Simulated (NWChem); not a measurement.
Basis-set dependence for AgCl

SMILES: [Cl][Ag]
```xyz
2

Ag     0.0000     0.0000    -0.6112
Cl     0.0000     0.0000     1.6899
```
Charge 0, spin multiplicity 1.

Everything below was run with NWChem. All single points use one geometry, from PBE0/def2-SVP with def2 effective core potentials on Ag, a minimum by its harmonic frequencies.

Hartree-Fock energies in Ha, correlation energies in mHa.

Effective core potentials replace the inner electrons of Ag; spin-orbit coupling is left out. The correlated methods keep 9 core orbitals frozen. The structure started from a generated list of species. No row is a measurement; the coupled-cluster row has its own basis-set and correlation limits.

```
basis      functions         RHF     MP2  SCS-MP2     CCSD  CCSD+T(CCSD)  CCSD(T)  CR-CCSD[T]  CR-CCSD(T)
---------  ---------  ----------  ------  -------  -------  ------------  -------  ----------  ----------
def2-SVP          49  -605.48077  -369.2   -333.7   -372.7        -382.1   -381.5      -380.3      -379.9
def2-TZVP         77  -605.67171  -482.4   -442.9   -483.9        -498.6   -498.1      -495.5      -495.1
def2-QZVP        142  -605.68815  -625.8   -576.0  not run       not run  not run     not run     not run
```

From def2-TZVP to def2-QZVP the Hartree-Fock energy moves by -16.4 mHa and the MP2 correlation energy by -143.4 mHa, which is 23 % of its value in the larger set.
